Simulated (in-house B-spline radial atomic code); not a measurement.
Configurations of Cl, with energies counted from [Ne] 3s2 (3p1/2)2 (3p3/2)3. All numbers are computed (Dirac-Hartree-Fock, average of each configuration as written; Fermi nucleus of rms radius 3.3654 fm) with an all-electron radial atomic-structure program (B-spline basis), not measured. Energies include first-order Breit, QED and recoil terms.

Occupations are held fixed; configurations that lie above the ionisation limit could autoionise.

```csv
configuration,E - E(ref) (eV),highest orbital,its <r> (bohr)
[Ne] 3s2 (3p3/2)4 4s1,9.7907,4s1/2,5.766
[Ne] 3s2 (3p3/2)4 (3d5/2)1,11.797,3d5/2,8.827
[Ne] 3s2 (3p1/2)2 (3p3/2)2 (4f5/2)1,11.847,4f5/2,17.99
[Ne] 3s2 (3p1/2)2 (3p3/2)2 (5f7/2)1,12.153,5f7/2,31.49
[He] 2s2 (2p1/2)1 (2p3/2)4 3s2 (3p1/2)2 (3p3/2)3 5s1,208.65,5s1/2,12.94
```

(1) Order these further configurations by energy, lowest first.
A. [Ne] 3s2 (3p1/2)1 (3p3/2)3 (7g9/2)1
B. [Ne] 3s1 (3p1/2)1 (3p3/2)4 (7f5/2)1
C. [Ne] 3s2 (3p1/2)2 (3p3/2)2 (7d3/2)1
D. [Ne] 3s1 3p6
E. [Ne] 3s2 (3p1/2)1 (3p3/2)4

(2) How far above the reference does [He] 2s2 (2p1/2)2 (2p3/2)3 3s2 (3p1/2)1 (3p3/2)4 (6d5/2)1 lie?

## Answers

(1) E (0.10858 eV), A (12.306 eV), C (12.404 eV), D (15.589 eV), B (27.806 eV).

(2) 208.38 eV; its least bound orbital is 6d5/2 with <r> = 46.72 bohr.
